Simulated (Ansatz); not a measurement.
One change: `C[CH](C)[SbH2]` becomes `CC(C)CCl`.

Ansatz, PBE0-D4/def2-TZVP geometries, multiplicity 1. Each molecule was computed in one conformer, which needn't be the lowest.

Elements past krypton have def2 core potentials.

| property | `C[CH](C)[SbH2]` |
| --- | --- |
| size of the dipole moment (PBE/def2-TZVPP) / D | 1.02 |
| HOMO–LUMO gap (ωB97M-V/def2-TZVPP) / eV | 10.25 |
| size of the dipole moment (ωB97M-V/def2-TZVPP) / D | 0.94 |
| HOMO energy (ωB97M-V/def2-TZVPP) / eV | -8.87 |
| size of the dipole moment (B3LYP/def2-TZVPP) / D | 0.99 |
| LUMO energy (B3LYP/def2-TZVPP) / eV | -0.46 |

(1) What does the change do to each property? (Estimate.)

## Answers

(1) Computed: 
```csv
property,`CC(C)CCl`,shift
size of the dipole moment (PBE/def2-TZVPP) / D,1.97,0.95
HOMO–LUMO gap (ωB97M-V/def2-TZVPP) / eV,12.96,2.71
size of the dipole moment (ωB97M-V/def2-TZVPP) / D,2.02,1.08
HOMO energy (ωB97M-V/def2-TZVPP) / eV,-10.58,-1.71
size of the dipole moment (B3LYP/def2-TZVPP) / D,2.03,1.04
LUMO energy (B3LYP/def2-TZVPP) / eV,0.46,0.92
```

With PBE0 the HOMO falls by 1.47 eV and the LUMO rises by 0.99 eV, so the gap widens by about 2.46 eV. PBE moves the HOMO by -1.04 eV and ωB97M-V by -1.71 eV. The zero-point energy changes by 43.3 kJ/mol with +3 modes. Dipoles are sizes alone; their direction can turn.

B3LYP here is the variant with VWN-RPA as its local correlation; programs differ in this.

Spin–orbit coupling is left out; it splits and shifts lone-pair levels of the heavy atoms by tenths of an eV.
